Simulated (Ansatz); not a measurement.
`C[CH2][Al]([CH3])[OH]` → `[CH2][Al]([CH3])[OH]`• + `[CH3]`• at 500 K and 1 bar (homolysis of the C–C bond).

Gas-phase electronic energies from Ansatz, PBE0-D4/def2-TZVP geometries. CCSD(T)/CBS is the MP2 limit (def2-TZVPP, def2-QZVPP) plus CCSD(T) − MP2 in def2-TZVPP, frozen cores. This one scheme is used for every species. Open shells (•) are unrestricted, without spin–orbit coupling. One conformer a species, not always the lowest.

```tsv
species	CCSD(T)/CBS energy (Eh)	H − E (kJ/mol)	S (J/(mol·K))
`C[CH2][Al]([CH3])[OH]`	-436.84170	356.0	470.0
`[CH2][Al]([CH3])[OH]`•	-396.91950	236.7	419.5
`[CH3]`•	-39.78218	97.2	216.4
```

H − E and S are ideal-gas, rigid-rotor, harmonic terms from PBE0-D4/def2-TZVP, for one conformer and one mirror image of each species, with the whole ground term of open shells counted as degenerate. 1 Eh = 2625.50 kJ/mol, R = 8.31446 J/(mol·K).

**Question.** By hand: ΔE, ΔH, ΔS and ΔG.

**Answer.** ΔE = (-396.91950) + (-39.78218) − (-436.84170) = 0.14002 Eh = 367.6 kJ/mol. Δ(H − E) = 236.7 + 97.2 − 356.0 = -22.1, so ΔH = 345.5 kJ/mol. ΔS = 419.5 + 216.4 − 470.0 = 165.9 J/(mol·K). ΔG = 345.5 − 500 × (165.9)/1000 = 262.6 kJ/mol.

**Question.** By hand: the equilibrium constant, and the temperature at which ΔG would vanish if ΔH and ΔS stayed fixed.

**Answer.** log₁₀ K = −ΔG/(RT ln 10) = -27.4. ΔG = 0 at ΔH/ΔS = 2083 K.

The number of gas molecules changes by +1, which sets the sign of ΔS. A doubt of 5 kJ/mol in ΔE shifts log₁₀ K by 0.5 here. Other conformers and mirror images would add mixing entropy, several J/(mol·K) or more a flexible species. Modes under 60 cm⁻¹, often nearly free rotors, make the harmonic entropy too high. These are equilibria of isolated gas molecules and say nothing of rates. Largest T1 diagnostic: 0.011 (customary marks: 0.02 for closed shells, 0.045 for open ones).
